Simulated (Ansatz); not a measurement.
The same path of C2H6BFSi (11 atoms, charge 0, multiplicity 1) was run twice with different band settings.

The calculation used RKS BLYP-D4/cc-pVDZ (Ansatz 0.2.0).

Relaxed end points:

```xyz
11
Properties=species:S:1:pos:R:3
F 1.429 1.547 0.846
C 0.978 0.369 0.211
C -0.038 -0.460 1.048
B -0.992 -1.004 -0.088
Si -0.266 0.474 -1.312
H 1.873 -0.247 -0.032
H 0.356 -1.089 1.874
H -0.737 0.280 1.533
H -1.758 -1.935 -0.068
H 0.275 0.251 -2.702
H -1.055 1.758 -1.288
```

```xyz
11
Properties=species:S:1:pos:R:3
F 1.124 1.690 1.241
C 0.911 0.641 0.316
C 0.057 -0.531 0.906
B -1.082 -0.760 -0.223
Si -0.504 0.966 -0.995
H 1.904 0.316 -0.057
H 0.674 -1.437 1.104
H -0.376 -0.206 1.873
H -1.957 -1.577 -0.332
H -0.394 -0.690 -1.417
H -0.293 1.531 -2.395
```

Common settings: movable images 7; climbing image yes; optimiser quadratic models (default); start path through a guess of the saddle point; force threshold 0.03 eV/Å; iteration limit 60; end points relaxed.

| run | spring |
| --- | --- |
| 1 | 5.0 eV/Å² |
| 2 | 2.0 to 10.0 eV/Å², energy-weighted |

Problem. What does each run give, and how far can it be trusted?

Solution. Run 1: converged after 14 iterations, highest image 0.417 eV above the first end. A vibrational analysis at the climbing image gives one clearly imaginary mode, 449i cm⁻¹: a first-order saddle point.
Run 2: converged after 13 iterations, highest image 0.417 eV above the first end. Another band between the same ends (7 images) ends at a top of the same energy, where a vibrational analysis finds 1 clearly imaginary mode.
